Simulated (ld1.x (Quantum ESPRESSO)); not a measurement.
Building the ultrasoft potential for Tm (Z = 69) (LDA (PZ), fully relativistic).

- Element: thulium
- Generator: ld1.x (Quantum ESPRESSO) 7.5
- Type: ultrasoft
- Functional: LDA (PZ)
- Relativity: fully relativistic
- Frozen core: [Kr] 4d10
- Valence charge: 23
- Reference configuration: 4f13 5s2 5p6 5d0.5 6s1.5 6p0
- Partial waves: 5s (bound): rcut 1.60, rcutus 1.65 bohr; 6s (bound): rcut 1.60, rcutus 1.65 bohr; 5p (bound): rcut 1.95, rcutus 2.20 bohr; 6p (bound, empty): rcut 1.95, rcutus 2.20 bohr; 5d (bound): rcut 2.65, rcutus 3.30 bohr; 5d channel at 2.15 Ry: rcut 2.65, rcutus 3.30 bohr; 4f (bound): rcut 1.20, rcutus 1.45 bohr; 4f channel at 2.2 Ry: rcut 1.20, rcutus 1.45 bohr
- Local potential: all-electron potential smoothed inside 1.30 bohr (lloc = -1)
- Core correction: none
- Augmentation charge: PSQ, inside the norm-conserving radii

Open shells are filled in proportion to 2j + 1 (rel_dist='average').

Poles of the logarithmic derivatives, all-electron (AE) and pseudo (PS). s: poles at 0.8 (AE) and 0.7, 2.6 (PS) Ry. p1/2: poles at -2.3, 1.5 (AE) and -2.3, 1.4, 4.9 (PS) Ry. p3/2: poles at -1.8, 1.7 (AE) and -1.8, 1.7 (PS) Ry. d3/2: poles at 0.3, 3.4 (AE) and 0.3, 3.3 (PS) Ry. d5/2: poles at 0.3, 3.5 (AE) and 0.3, 3.4 (PS) Ry. f5/2: poles at 2.4 (AE) and 2.4 (PS) Ry. f7/2: poles at -0.2, 2.4 (AE) and -0.2, 2.4 (PS) Ry. Test radius 3.61 bohr.

- Largest excitation error: +148 meV (all-electron minus pseudo) for 4f12 5s2 5p6 5d0 6s2 6p0, out of 7 test configurations
- Lowest eigenvalue of the overlap operator: -0.24 (p1/2 channel); it is negative, so in a basis up to 400 Ry S is not positive definite and the file is unfit for use
- Density cutoff estimated by the generator: 420 Ry

A Bessel basis up to 400 Ry misses an occupied level by 0.03 Ry, so cutoffs and ghosts were not judged. Its overlap operator is not positive definite in a basis up to 400 Ry (lowest eigenvalue p1/2 -0.24, p3/2 -0.10), so the file is unfit for use: the generalised eigenproblem breaks down once the basis is large enough, and its test numbers describe a broken file.
